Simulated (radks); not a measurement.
Fractional charge and spin in the 4p shell of silver: the spin-up occupation runs from 2 to 3 and the spin-down occupation from 2 to 3; the fullest corner is Ag+, [Ar] 3d10 4s2 4d10 4p(up 3, down 3). Calculated with a radial shooting solver on a logarithmic mesh with Libxc functionals: scalar-relativistic Kohn-Sham, BLYP, spin-polarised, spherical densities, point nucleus. Energy (eV) above the fullest corner. The planes named below are the two flat planes that join the four corners, with an edge along up + down = one added electron.

| down \ up | 2 | 2.25 | 2.5 | 2.75 | 3 |
|---|---|---|---|---|---|
| 2 | 164.886 | 140.592 | 117.360 | 95.167 | 73.991 |
| 2.25 | 140.592 | 117.430 | 95.306 | 74.198 | 54.082 |
| 2.5 | 117.360 | 95.306 | 74.267 | 54.219 | 35.133 |
| 2.75 | 95.167 | 74.198 | 54.219 | 35.202 | 17.117 |
| 3 | 73.991 | 54.082 | 35.133 | 17.117 | 0.000 |

Corners above the fullest one (they belong to Ag2+ and the next ion): (up 3, down 2) 73.991 eV, (up 2, down 3) 73.991 eV, (up 2, down 2) 164.89 eV. With half an added electron in each spin the energy lies 0.276 eV from the planes, and with half an added electron in spin up alone -2.079 eV. The planes are only a guide here: the flat-plane condition holds for ground states with one frontier orbital, while this shell lies below other occupied shells, so the corners above the fullest one are inner-hole states and not the ground states of those ions.
